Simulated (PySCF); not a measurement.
**Radial density of Nb (niobium, neutral)**

B3LYP, [Kr] 4d3 5s1 5p1, one real determinant (an excited configuration). Calculation: PySCF 2.14, in def2-QZVPPD with the def2 core potential (28 electrons) (7s5p4d3f2g, 81 functions); a scalar-relativistic core potential. This is the valence pseudo-density: the core potential removes the inner electrons and smooths the orbitals near the nucleus.

```tsv
r (bohr)	4πr²ρ (e/bohr)	4πr²(ρα − ρβ)
0.0646	2.399e-05	0.0000
0.109	0.0001457	0.0000
0.183	0.001362	0.0003
0.308	0.02435	0.0051
0.517	0.7795	0.0943
0.870	7.659	0.8629
1.46	7.215	1.6861
2.46	1.730	1.3198
4.14	0.5897	0.5875
6.96	0.08927	0.0893
11.7	0.002285	0.0023
```

⟨L²⟩ = 14.02 against 20 for a pure G term, so this real determinant mixes terms. Energies and moments cover only the electrons outside the core potential.
